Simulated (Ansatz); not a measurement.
BCl, closed-shell singlet (the spin of the measured ground state), most abundant isotopes (11.0093 and 34.9689 u). Constants from fifth-degree fits in 1/R to seven points on the lowest solution found; no spin–orbit coupling, no relativity up to Kr; ω_e x_e and α_e move by some per cent with the fit.

Frozen-core correlation. CBS: X⁻³ extrapolation of the correlation energy, Hartree–Fock from the larger set.

Run with Ansatz (a first-principles code) with Gaussian orbitals. Values without a source in brackets are computed.

At CCSD(T)/CBS(aug-cc-pV(Q+d)Z, aug-cc-pV(5+d)Z): B₀ = 0.67623 cm⁻¹, fundamental 826 cm⁻¹.

Question: Taking the state as ¹Σ, work out the ideal-gas entropy and heat capacity at 298.15 K and 1 bar (rigid rotor, harmonic oscillator at the fundamental, no nuclear spin).

Answer: 
Translation: S = R(1.5 ln M + 2.5 ln T − 1.1517) with M = 45.978 u gives 156.60 J/(mol K). Rotation: q = kT/(σhcB₀) = 306.4 with σ = 1 and hc/k = 1.43878 cm K, S = R(ln q + 1) = 55.91. Vibration: u = hcν/kT = 3.985, S = R(u/(eᵘ − 1) − ln(1 − e⁻ᵘ)) = 0.78. Sum S° = 213.3 J/(mol K). C_p = 7R/2 + R u² eᵘ/(eᵘ − 1)² = 31.65 J/(mol K).

Doubts at one or more of the structures used: a restricted determinant that unrestricted orbitals would lower (CCSD(T)/CBS(aug-cc-pV(Q+d)Z, aug-cc-pV(5+d)Z)).
